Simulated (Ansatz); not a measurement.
Calculated with Ansatz (gas phase, PBE0-D4/def2-TZVP geometries, no zero-point term in ΔE). CBS: MP2 limit from def2 TZ/QZ plus the TZ coupled-cluster correction, frozen cores. This one scheme is used for every species. Functionals use def2-TZVPP. One conformer a species, not always the lowest.

Reaction (hydrogenolysis of the Si–F bond): `O[SiH](F)[SiH2]S` + H₂ → `O[SiH2][SiH2]S` + H–F

CCSD(T)/CBS gives +31.2 kcal/mol.

Q: Another level gave +30.6 kcal/mol. Which?
A. ωB97M-V/def2-TZVPP
B. CCSD/def2-TZVPP
C. PBE0/def2-TZVPP
D. r2SCAN-D4/def2-TZVPP

A: B. CCSD/def2-TZVPP 30.6, PBE0 29.4, ωB97M-V 32.3, r2SCAN-D4 33.3 kcal/mol.

Largest T1 diagnostic among the species: 0.013.
